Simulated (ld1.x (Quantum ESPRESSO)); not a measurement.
# Cutoff test, iodine, ultrasoft

```json
{"Element": "I (Z = 53)", "Generator": "ld1.x (Quantum ESPRESSO) 7.5", "Type": "ultrasoft", "Functional": "PBE", "Relativity": "non-relativistic", "Frozen core": "[Kr] 4d10", "Valence charge": "7", "Reference configuration": "5s2 5p3 (charge +2)", "Partial waves": "5s (bound): rcut 1.35, rcutus 1.80 bohr; 5s channel at -2.05 Ry: rcut 1.35, rcutus 1.80 bohr; 5p (bound): rcut 1.65, rcutus 1.85 bohr; 5p channel at -1.4 Ry: rcut 1.65, rcutus 1.85 bohr", "Local potential": "all-electron potential smoothed inside 1.55 bohr (lloc = -1)", "Core correction": "Bessel-smoothed model core inside 1.20 bohr", "Augmentation charge": "built from norm-conserving waves at rcut, not smoothed further"}
```

The pseudo-atom Hamiltonian at the reference potential is diagonalised in spherical Bessel functions j_l(qr) that vanish at 20 bohr, with q² up to the cutoff. All-electron valence levels (Ry): 5s -2.5204, 5p -1.7937.

Task: How do the lowest levels (Ry) of each channel move with the cutoff, and are there ghosts?

Result:

```
cutoff (Ry)     s #1     s #2     s #3     p #1     d #1     f #1     f #2  Σ f·Δε (mRy)
          8  -2.5067  -0.7865  -0.3541  -1.7867  -1.3815  -0.3400  -0.1885          51.2
         10  -2.5147  -0.7865  -0.3548  -1.7880  -1.5289  -0.3429  -0.1901          31.5
         12  -2.5187  -0.7892  -0.4965  -1.7904  -1.6689  -0.3450  -0.1912          16.1
         15  -2.5208  -1.4038  -0.7813  -1.7931  -1.7967  -0.3471  -0.1924           3.7
         18  -2.6258  -2.5118  -0.7820  -1.7938  -1.9569  -0.3481  -0.1930          19.6
         21  -3.2650  -2.5200  -0.7820  -1.7940  -2.0392  -0.3489  -0.1934           2.6
         25  -3.7803  -2.5206  -0.7821  -1.7940  -2.1021  -0.3497  -0.1939           1.3
         30  -4.3249  -2.5208  -0.7821  -1.7941  -2.1647  -0.3502  -0.1941           0.7
         35  -4.6392  -2.5208  -0.7821  -1.7942  -2.1989  -0.3504  -0.1943           0.5
         40  -4.7928  -2.5209  -0.7821  -1.7942  -2.2156  -0.3505  -0.1943           0.4
        400  -4.8884  -2.5210  -0.7821  -1.7942  -2.2273  -0.3506  -0.1944           0.0
```

Result: ghost states, extra bound levels that the all-electron valence spectrum of the same l lacks: s at -66.5 eV, d at -30.3 eV (a true bound ghost makes a file unfit for plane-wave use); 10 mRy is reached at 21 Ry and 1 mRy at 30 Ry.
